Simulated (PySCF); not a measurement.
Isomers of C7H14S2, from PBE0-D3(BJ)/def2-SVP geometry optimisation, gas phase (PySCF 2.14.0). One conformer each, no zero-point energy, no frequencies.

Question: Which is lower in electronic energy at this level?
A. `[CH3:1][CH:2]([CH3:3])[CH:4]1[CH2:5][S:6][CH2:7][S:8][CH2:9]1` with C1–C2–C4–C5 -166°, C2–C4–C5–S6 166°, C4–C5–S6–C7 60°, C5–S6–C7–S8 -60°, S6–C7–S8–C9 60°: A = 1825, B = 779.5, C = 631.5 MHz, dipole 2.26 D
B. `[CH3:1][CH:2]([CH3:3])[C@@H:4]1[CH2:5][CH2:6][CH2:7][S:8][S:9]1` with C1–C2–C4–C5 -49°, C2–C4–C5–C6 -62°, C4–C5–C6–C7 -62°, C5–C6–C7–S8 63°, C6–C7–S8–S9 -62°: A = 1628, B = 990.9, C = 791.2 MHz, dipole 2.61 D

Answer: B. That is `CC(C)[C@@H]1CCCSS1`, 8.4 kcal/mol below the other.

```csv
SMILES,mapped SMILES,E (Eh),relative (kcal/mol),relative (kJ/mol),dipole (D)
CC(C)[C@@H]1CCCSS1,[CH3:1][CH:2]([CH3:3])[C@@H:4]1[CH2:5][CH2:6][CH2:7][S:8][S:9]1,-1070.54336,0.0,0.0,2.61
CC(C)C1CSCSC1,[CH3:1][CH:2]([CH3:3])[CH:4]1[CH2:5][S:6][CH2:7][S:8][CH2:9]1,-1070.53004,8.4,35.0,2.26
```
